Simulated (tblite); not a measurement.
Run record: tight-binding relaxation, `COc1coc(C(=O)Br)c1`.

Computed with GFN2-xTB geometry optimisation, gas phase (tblite 0.8.0). Start geometry: from a force field or distance geometry. The input is one job of a driver script: a line of settings, then coordinates in Å.

Command:
```bash
OMP_NUM_THREADS=1 python probes_run.py task.json out
```

Input:
```
{"job": {"kind": "relax", "xc": "GFN2-xTB", "basis": "xTB"}, "charge": 0, "multiplicity": 1}
C     -2.605200     0.507900     0.315600
O     -1.980500    -0.618700    -0.267100
C     -0.617300    -0.559900    -0.255700
C      0.144900    -1.559400    -0.784200
O      1.462900    -1.262700    -0.651600
C      1.539200    -0.033200    -0.059900
C      2.828400     0.568100     0.199800
O      3.016200     1.659100     0.738600
Br     4.413100    -0.392600    -0.305000
C      0.263200     0.434400     0.210000
H     -3.697900     0.348100     0.263400
H     -2.345000     0.622500     1.372900
H     -2.387900     1.422600    -0.237100
H     -0.075600    -2.518600    -1.240000
H      0.036900     1.390500     0.678600
```

Output:
```
step      E/eV     max force
  0    -861.38814    2.891
  1    -861.43837    3.385
  2    -861.51315    0.650
  3    -861.52693    0.384
  4    -861.54447    0.328
  5    -861.55357    0.294
  6    -861.55801    0.263
  7    -861.56306    0.187
  8    -861.56575    0.148
  9    -861.56730    0.114
... (19 lines left out)
 29    -861.57164    0.015
 30    -861.57166    0.014
 31    -861.57167    0.012
 32    -861.57170    0.014
 33    -861.57172    0.016
 34    -861.57175    0.018
 35    -861.57177    0.013
 36    -861.57180    0.012
 37    -861.57181    0.010
 38    -861.57182    0.007
```

«max force» is the largest atomic force in eV/Å.

**Question.** From which step on does the largest force stay under 0.1 eV/Å, and how much energy is left to gain from there?

**Answer.** From step 10 (0.077 eV/Å), 3.7 meV above the end.

Main results: energy lowered by 4.2 kcal/mol over 38 steps; largest atomic force 0.007 eV/Å at the end.

Hardware: one thread, Arm Neoverse V1 (aarch64), no GPU, shared host with 32 logical CPUs at a one-minute load of 13. Cost: 0.3 s.
Labels such as C1 count atoms from 1, the log's own numbers from 0.
